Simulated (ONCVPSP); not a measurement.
**sulfur (S), ONCV: configuration errors across variants**

ONCVPSP 4.0.1 input, shortened (lines: element, Z, core and valence counts, functional; n l f; lmax; l rc ep ncon nbas qcut; lloc lpopt rc5 dvloc0; l nproj debl; icmod fcfact rcfact), BLYP, non-relativistic:

```
  S 16.00    1    4  -106131      upf
    1    0    2.00
    2    0    2.00
    2    1    6.00
    3    0    1.75
    3    1    4.25
    1
    0    0.80    0.00    4    7   13.00
    1    0.95    0.00    3    8   16.80
    4    5    0.60    0.00
    0    3    1.20
    1    2    1.30
    3    4.00    1.60
```

All-electron excitation energies from the reference (eV): (1) 2s2 2p6 3s2 3p4 -2.534; (2) 2s2 2p6 3s2 3p3 9.098; (3) 2s2 2p6 3s2 3p2 31.247; (4) 2s2 2p5 3s2 3p4 171.239.

A true bound ghost makes a file unfit for plane-wave use even where its test errors are small: the radial tests pick states by their node count and pass the ghost by.

Errors AE − PS in meV (a dash: test not solved or not reliable):

```csv
change,(1),(2),(3),(4),bound ghosts,GHOST(+) flags above zero
base,-0.1,+0.5,+3.9,+1219,s,s
"all radii but the core radius scaled by about 0.78 (s 0.62, p 0.74 bohr); local potential polynomial inside 0.46 bohr (lpopt 5, dvloc0 0 Ha)",0.0,+0.5,+3.2,+694,s,s
"all radii but the core radius scaled by about 0.93 (s 0.74, p 0.88 bohr); local potential polynomial inside 0.56 bohr (lpopt 5, dvloc0 0 Ha)",-0.1,+0.5,+3.6,+1037,s,s
"all radii but the core radius scaled by about 1.13 (s 0.90, p 1.08 bohr); local potential polynomial inside 0.68 bohr (lpopt 5, dvloc0 0 Ha)",-0.1,+0.7,+4.3,+1556,none,none
"all radii but the core radius scaled by about 1.28 (s 1.02, p 1.22 bohr); local potential polynomial inside 0.76 bohr (lpopt 5, dvloc0 0 Ha)",-0.1,+0.7,+4.2,+2025,none,none
```

(1) Give the same row for: all radii but the core radius scaled by about 1.20 (s 0.96, p 1.14 bohr); local potential polynomial inside 0.72 bohr (lpopt 5, dvloc0 0 Ha).

Results:

(1) -0.1, +0.7, +4.3, +1780; bound ghosts: none; GHOST(+) flags above zero: none.
